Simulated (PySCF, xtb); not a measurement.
CdH3NS, SMILES [NH2][Cd][SH].

GFN2-xTB run with xtb at its own geometry gives an orbital gap of 2.88 eV and a dipole moment of 5.15 D.

Geometry: B3LYP-D3(BJ)/def2-TZVP. The def2 effective core potentials stand for the cores of Cd; spin–orbit coupling is left out. Other conformers were not sampled.

Problem. What does PySCF with PBE/def2-TZVPD give? (An estimate is asked for; the answer gives what the named calculation found.)

Solution. gap 3.83 eV (levels -5.84 and -2.01 eV), dipole 2.04 D.
